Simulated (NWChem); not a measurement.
System: KI anion, doublet; SMILES of the neutral closed-shell parent [K][I]

NWChem input:

```
start job
memory heap 200 mb stack 900 mb global 1100 mb
charge -1
geometry units angstroms noautoz
  K      0.000000     0.000000    -2.409293
  I      0.000000     0.000000     0.917472
end
basis spherical
  K library def2-svpd
  I library def2-svpd
end
ecp
  I library def2-ecp
end
dft
  odft
  mult 2
  xc b3lyp
  iterations 150
  mulliken
end
task dft energy
```

Excerpt of the output:

```
             Northwest Computational Chemistry Package (NWChem) 7.3.0
             --------------------------------------------------------

 ORDER OF PRIMARY AXIS IS BEING SET TO 4
 C4V symmetry detected

                             Geometry "geometry" -> ""
                             -------------------------

 Output coordinates in angstroms (scale by  1.889725989 to convert to a.u.)

  No.       Tag          Charge          X              Y              Z
 ---- ---------------- ---------- -------------- -------------- --------------
    1 K                   19.0000     0.00000000     0.00000000    -2.44886868
    2 I                   53.0000     0.00000000     0.00000000     0.87789632

 Effective nuclear repulsion energy (a.u.)     160.1800817739

      Symmetry information
      --------------------

 Group name             C4v
 Group number             18
 Group order               8
 No. of unique centers     2

                                 NWChem DFT Module
                                 -----------------

 Summary of "ao basis" -> "ao basis" (spherical)
 ------------------------------------------------------------------------------
       Tag                 Description            Shells   Functions and Types
 ---------------- ------------------------------  ------  ---------------------
 K                         def2-svpd                11       27   5s4p2d
 I                         def2-svpd                13       35   5s5p3d

      Symmetry analysis of basis
      --------------------------

        a1         24
        a2          0
        b1          5
        b2          5
        e          28

            General Information
            -------------------
          SCF calculation type: DFT
          Wavefunction type:  spin polarized.
          No. of atoms     :     2
          No. of electrons :    45
           Alpha electrons :    23
            Beta electrons :    22
          Charge           :    -1
          Spin multiplicity:     2
          Use of symmetry is: on ; symmetry adaption is: on
          Maximum number of iterations: 150
          AO basis - number of functions:    62
                     number of shells:    24
          Convergence on energy requested:  1.00D-06
          Convergence on density requested:  1.00D-05
          Convergence on gradient requested:  5.00D-04

              XC Information
              --------------
                         B3LYP Method XC Potential
                     Hartree-Fock (Exact) Exchange  0.200
                        Slater Exchange Functional  0.800 local
                    Becke 1988 Exchange Functional  0.720 non-local
              Lee-Yang-Parr Correlation Functional  0.810
                  VWN I RPA Correlation Functional  0.190 local

             Grid Information
             ----------------
          Grid used for XC integration:  medium
          Radial quadrature: Mura-Knowles
          Angular quadrature: Lebedev.
          Tag              B.-S. Rad. Rad. Pts. Rad. Cut. Ang. Pts.
          ---              ---------- --------- --------- ---------
          K                   2.20      112          15.0       590
          I                   1.40      123          17.0       590
          Grid pruning is: on
          Number of quadrature shells:   235
          Spatial weights used:  Erf1

      Superposition of Atomic Density Guess
      -------------------------------------

 Sum of atomic energies:        -946.20411902

 Renormalizing density from      44.00 to     45

      Non-variational initial energy
      ------------------------------

 Total energy =    -905.595017
 1-e energy   =   -1525.737693
 2-e energy   =     544.586033
 HOMO         =       0.084735
 LUMO         =       0.131117

   Symmetry analysis of molecular orbitals - initial alpha
   -------------------------------------------------------

 !! scf_movecs_sym_adapt:   10 vectors were symmetry contaminated

  Symmetry fudging

 !! scf_movecs_sym_adapt:   10 vectors were symmetry contaminated

  Numbering of irreducible representations:

     1 a1          2 a2          3 b1          4 b2          5 e

  Orbital symmetries:

     1 a1          2 a1          3 e           4 e           5 a1
     6 a1          7 a1          8 e           9 e          10 a1
    11 e          12 e          13 b1         14 b2         15 a1
    16 a1         17 e          18 e          19 a1         20 a1
    21 e          22 e          23 a1         24 e          25 e
    26 a1         27 a1         28 a1         29 e          30 e
    31 e          32 e          33 a1

   Symmetry analysis of molecular orbitals - initial beta
   ------------------------------------------------------

 !! scf_movecs_sym_adapt:   10 vectors were symmetry contaminated

  Symmetry fudging

 !! scf_movecs_sym_adapt:   10 vectors were symmetry contaminated

  Numbering of irreducible representations:

     1 a1          2 a2          3 b1          4 b2          5 e

  Orbital symmetries:

     1 a1          2 a1          3 e           4 e           5 a1
     6 a1          7 a1          8 e           9 e          10 a1
    11 e          12 e          13 b1         14 b2         15 a1
    16 a1         17 e          18 e          19 a1         20 a1
    21 e          22 e          23 a1         24 e          25 e
    26 a1         27 a1         28 a1         29 e          30 e
    31 e          32 e          33 a1

     ---------------------------------------------
      Total Density - Mulliken Population Analysis
     ---------------------------------------------

    Atom       Charge   Shell Charges
 -----------   ------   -------------------------------------------------------
    1 K   19    19.05   2.00  2.00  1.97 -0.14  1.10  6.00  5.90  0.09  0.11  0.00  0.01
    2 I   25    25.95   1.82  0.21  1.05  0.90 -0.02  2.96  3.07  2.20  3.33  0.42  9.74  0.27  0.01

     --------------------------------------------
      Spin Density - Mulliken Population Analysis
     --------------------------------------------

    Atom       Charge   Shell Charges
 -----------   ------   -------------------------------------------------------
    1 K   19     0.99   0.00  0.00  0.00 -0.22  1.09  0.00  0.00 -0.01  0.13  0.00  0.00
    2 I   25     0.01  -0.00  0.00  0.00 -0.00 -0.01 -0.00  0.00  0.01  0.01 -0.00  0.00  0.00  0.00

   convergence    iter        energy       DeltaE   RMS-Dens  Diis-err
 ---------------- ----- ----------------- --------- --------- ---------
 d= 0,ls=0.0,diis     1   -897.7010810329 -9.73D+02  3.23D-02  1.25D-01
                                                     1.38D-02  1.24D-01
 d= 0,ls=0.0,diis     2   -897.7384744925 -3.74D-02  5.77D-03  6.39D-02
                                                     5.27D-03  6.36D-02
 d= 0,ls=0.0,diis     3   -897.7715649866 -3.31D-02  1.10D-03  9.70D-04
                                                     8.83D-04  9.72D-04
 d= 0,ls=0.0,diis     4   -897.7723334890 -7.69D-04  5.26D-04  2.42D-05
                                                     1.43D-04  2.18D-05
 d= 0,ls=0.0,diis     5   -897.7723628309 -2.93D-05  1.59D-04  8.72D-06
                                                     6.64D-05  8.37D-06
  Resetting Diis
 d= 0,ls=0.0,diis     6   -897.7723721508 -9.32D-06  9.70D-05  3.47D-07
                                                     2.51D-05  3.37D-07
 d= 0,ls=0.0,diis     7   -897.7723727700 -6.19D-07  8.42D-06  5.70D-09
                                                     3.05D-06  4.23D-09

         Total DFT energy =     -897.772372770042
      One electron energy =    -1500.803263395589
           Coulomb energy =      583.429468066434
    Exchange-Corr. energy =      -55.955219787088
 Nuclear repulsion energy =       75.556642346200

 Numeric. integr. density =       44.999999991261

                  Occupations of the irreducible representations
                  ----------------------------------------------

                     irrep           alpha         beta
                     --------     --------     --------
                     a1               11.0         10.0
                     a2                0.0          0.0
                     b1                1.0          1.0
                     b2                1.0          1.0
                     e                10.0         10.0

                    DFT Final Alpha Molecular Orbital Analysis
                    ------------------------------------------

 Vector   21  Occ=1.000000D+00  E=-8.005684D-02  Symmetry=e
              MO Center=  1.8D-16, -3.0D-16,  8.4D-01, r^2= 2.4D+00
   Bfn.  Coefficient  Atom+Function         Bfn.  Coefficient  Atom+Function
  ----- ------------  ---------------      ----- ------------  ---------------
    40      0.420129  2 I  py                43      0.388497  2 I  py
    39     -0.379948  2 I  px                42     -0.351342  2 I  px
    37     -0.174027  2 I  py                36      0.157384  2 I  px
    34     -0.140967  2 I  py                33      0.127486  2 I  px
    46      0.088235  2 I  py                45     -0.079796  2 I  px

 Vector   22  Occ=1.000000D+00  E=-8.005684D-02  Symmetry=e
              MO Center= -3.8D-16, -1.3D-15,  8.4D-01, r^2= 2.4D+00
   Bfn.  Coefficient  Atom+Function         Bfn.  Coefficient  Atom+Function
  ----- ------------  ---------------      ----- ------------  ---------------
    39      0.420129  2 I  px                42      0.388497  2 I  px
    40      0.379948  2 I  py                43      0.351342  2 I  py
    36     -0.174027  2 I  px                37     -0.157384  2 I  py
    33     -0.140967  2 I  px                34     -0.127486  2 I  py
    45      0.088235  2 I  px                46      0.079796  2 I  py

[...]
```

Level: B3LYP/def2-SVPD with def2 effective core potentials on I, spin-unrestricted. All runs use the structure optimised with B3LYP/def2-SVPD, spin-unrestricted. This spin state was assumed; another may lie lower. No stability test was run on the SCF state. The highest occupied level is positive, so the extra electron may be held by the finite basis. def2 effective core potentials on I; no spin-orbit coupling.
